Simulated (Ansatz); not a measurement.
Problem. Name a neutral molecule of B, C, N and H with HOMO energy (B3LYP/def2-TZVPP) between -6.60 and -6.30 eV and zero-point energy (PBE0-D4/def2-TZVP) between 261 and 277 kJ/mol (Ansatz, PBE0-D4/def2-TZVP geometry).

Solution. `BC1=NCN1C` (-6.55 eV, 269.3 kJ/mol); `BCCN` (-6.58 eV, 269.1 kJ/mol); `CBCN` (-6.47 eV, 269.2 kJ/mol). Other molecules can fit too; these were computed, each in one conformer that needn't be the lowest.

B3LYP here is the variant with VWN-RPA as its local correlation; programs differ in this.
